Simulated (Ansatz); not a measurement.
Born–Oppenheimer molecular dynamics of FH$_{10}$N$_{3}$Si (15 atoms, charge 0, multiplicity 1). It starts from a rough guess of a transition structure, not a stationary point.

Computed with UKS B3LYP-D4/STO-3G (Ansatz 0.2.0).

* ensemble: NVE (velocity Verlet)
* time step: 0.5 fs
* steps asked: 150
* starting velocities drawn for: 1000 K
* seed: 702552

First frame:

```xyz
15
Properties=species:S:1:pos:R:3
Si -0.746 -1.214 -0.362
N -0.435 -0.010 1.355
H -0.025 -2.473 -0.256
H -2.120 -1.544 0.103
N -1.181 -0.279 -1.732
H 1.495 0.448 -0.290
F 1.105 -0.579 -0.787
H 0.522 0.900 1.117
N 1.576 1.491 0.537
H -1.305 0.432 1.613
H -0.140 -0.612 2.108
H -2.073 -0.434 -2.165
H -0.484 -0.026 -2.411
H 2.425 1.527 1.076
H 1.385 2.376 0.095
```

(1) How far do the bonds stretch over the last three quarters of this one trajectory? (Pairs bonded in most of those frames.)

Results:

(1) 
| bond | mean (Å) | spread (Å) | shortest | longest |
| --- | --- | --- | --- | --- |
| Si1–N2 | 1.932 | 0.136 | 1.70 | 2.11 |
| Si1–H3 | 1.471 | 0.031 | 1.42 | 1.53 |
| Si1–H4 | 1.470 | 0.018 | 1.44 | 1.50 |
| Si1–N5 | 1.763 | 0.054 | 1.69 | 1.86 |
| Si1–F7 | 1.907 | 0.159 | 1.66 | 2.11 |
| N2–H10 | 1.059 | 0.026 | 1.00 | 1.11 |
| N2–H11 | 1.074 | 0.070 | 0.96 | 1.18 |
| N5–H12 | 1.048 | 0.043 | 0.98 | 1.12 |
| N5–H13 | 1.049 | 0.039 | 0.99 | 1.11 |
| N9–H14 | 1.049 | 0.015 | 1.01 | 1.09 |
| N9–H15 | 1.048 | 0.029 | 0.99 | 1.10 |

Mean temperature of the second half: 804 K. The conserved energy stayed within 0.44 meV per atom of its start (net change 0.22 meV per atom), so the integration is sound. A run of 0.075 ps of so small a system gives no equilibrium averages. The orbitals stay closed-shell, which can raise the energy where a bond breaks towards radicals; this wasn't checked here. Limits of this set-up: minimal basis.

Time of the run: 11 min on 1 CPU thread of a shared host.
